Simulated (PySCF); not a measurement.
Ga(H)2(NH2) (GaH4N), SMILES [NH2][GaH2]. Geometry optimised at B3LYP-D3(BJ)/def2-TZVP.

TDDFT-B3LYP/def2-TZVPD run with PySCF 2.14.0 puts the lowest singlet excitations at 5.63, 6.00, 6.07, 6.77, 7.18, 7.29 eV.

### Question
What are the lowest excitation roots from ADC(2)/aug-cc-pVDZ (PySCF)? (Estimate from the structure and the level; the computed values follow.)

### Answer
5.60, 5.63, 6.66, 6.79, 7.18, 7.38 eV. S1 differs by -0.03 eV (second minus first; roots are paired by order, and the bases may differ).
